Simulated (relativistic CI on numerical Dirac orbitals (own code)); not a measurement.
# Re2+: 4d photoemission

Computed with this model: Dirac-Coulomb-Breit CI, orbitals from a KLI potential per configuration, QED by a radiative potential, multiplet model of photoemission in the sudden approximation, unscaled Slater integrals; configurations [Xe] 4f14 5d5 → [Kr] 4d9 4f14 5s2 5p6 5d5; 80 K; Lorentzian 4.9 eV and Gaussian 0.6 eV FWHM. Energies are those of the free ion, without screening or charge transfer. The energies are binding energies and can lie tens of eV above those of solids. S is read from ⟨S²⟩ = S(S + 1).

Field parameters in Wybourne normalisation: D4h B²₀ = −7Ds, B⁴₀ = 21(Dq − Dt), B⁴₄ = 21√(5/14) Dq. The field is a parameter set, without covalency.

free ion: ground-state S = 2.46, centroid 295.61 eV. Peaks (eV, height): 289.8 (100), 303.8 (67).

D4h, 10Dq = 24000, Ds = -1500, Dt = 30 cm⁻¹: ground-state S = 0.67, centroid 295.98 eV. Peaks (eV, height): 290.0 (100), 304.4 (68).

Strongest unbroadened transitions for free ion:

```tsv
Energy (eV)	Relative strength
289.50	100.0
289.80	80.5
290.04	60.8
290.26	41.7
290.42	23.5
290.56	7.7
295.25	1.8
295.28	3.1
295.73	1.1
296.02	0.8
303.23	27.0
303.51	43.7
303.80	59.1
304.07	72.6
306.91	0.9
307.35	1.3
308.03	2.5
308.67	1.0
```
